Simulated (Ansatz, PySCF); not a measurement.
C$_{2}$H$_{7}$AlCl$_{2}$Si (SMILES [CH3][Al]([CH3])[SiH](Cl)Cl), singlet, at the geometry of the source list, with bond 8-5 at 1.8 times its length. Base run: PySCF with CASSCF(2,3)/STO-3G.

The PySCF input:
```python
from pyscf import gto, scf, mcscf
import numpy

mol = gto.M(
    atom='''
Si    1.99060000   -0.38240000   -0.00040000
Cl    2.54920000   -1.51850000   -1.62700000
Cl    2.02320000   -1.66340000    1.63270000
Al   -0.40670000    0.16460000   -0.02160000
C    -1.56430000   -1.44430000    0.06340000
C    -0.60430000    2.14040000   -0.11100000
H     3.21250000    0.41170000    0.23810000
H    -0.44776000   -3.04738000    0.40864000
H    -2.11520000   -1.64180000   -0.86800000
H    -2.32000000   -1.40640000    0.86360000
H    -1.51900000    2.57250000    0.30440000
H    -0.54350000    2.49850000   -1.14620000
H     0.24150000    2.60390000    0.41680000
''',
    basis='sto-3g',
    verbose=4,
)

mf = scf.RHF(mol)
mf.kernel()
mc = mcscf.CASSCF(mf, 3, 2)
mc.fix_spin_(ss=0.0)
mc.kernel()
occ = numpy.linalg.eigvalsh(mc.fcisolver.make_rdm1(mc.ci, mc.ncas, mc.nelecas))[::-1]
ss = mc.fcisolver.spin_square(mc.ci, mc.ncas, mc.nelecas)[0]
print('natural occupations', occ.round(4), ' <S^2>', round(ss, 4))
```

Programs used: Ansatz (a program for electronic structure), PySCF; a row that names a program was run with it.

The base run was repeated with changes; each row names its change, and settings that it needs were set with it.

| change | ΔE vs base (mEh) | natural occupations | <S^2> of the state | outcome |
|---|---|---|---|---|
| base | 0.000 | 1.71 0.29 0.00 | 0.00 | converged |
| code = ansatz; correction = SC-NEVPT2, all electrons | -170.7 | - | - | converged |
| code = ansatz | -0.025 | - | - | converged |
| correction = SC-NEVPT2 | -172.1 | 1.71 0.29 0.00 | 0.00 | converged |
| conv_tol = 1e-5 | 0.000 | 1.71 0.29 0.00 | 0.00 | converged |
| fix_spin_ = off | 0.000 | 1.71 0.29 0.00 | 0.00 | converged |
| state_average = 2 states | 25.221 | - | - | converged |
| active space = 8 electrons, 7 orbitals | - | - | - | not converged |
| solver = newton | 0.000 | 1.71 0.29 0.00 | 0.00 | converged |
| orbitals = fixed (CASCI); correction = SC-NEVPT2 | -169.6 | 1.85 0.15 0.00 | 0.00 | converged |
| active space = 6 electrons, 8 orbitals | - | - | - | not converged |

Active orbitals are taken around the Fermi level unless the row says otherwise; CASSCF can end in different local minima, and two programs can end on different orbitals. State-averaged rows give the lowest state.

Ansatz warned in this series: the state or the total is in doubt.
